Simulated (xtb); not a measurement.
C2H3N, triplet, at a GFN2-xTB geometry (a higher spin typed on purpose: for a closed-shell molecule this is an excited state). Base run: GFN0-xTB (xtb).

Geometry (Å):
```xyz
6

C     -1.0780     0.0284     0.0063
C      0.3422    -0.4701     0.1352
N      1.2398     0.3255    -0.1138
H     -1.5555    -0.6078    -0.7378
H     -1.5319    -0.0940     0.9888
H     -1.1765     1.0734    -0.3034
```
Charge 0, spin multiplicity 3.
All else is at xtb's defaults.
Base energy -8.65281 Eh.

The base run was repeated with changes; each row names its change, and settings that it needs were set with it.

```tsv
change	ΔE vs base (mEh)
base	0.000
etemp = 1000	-0.046
etemp = 5000	-14.617
acc = 0.0001	0.000
etemp = 3000	-3.942
```
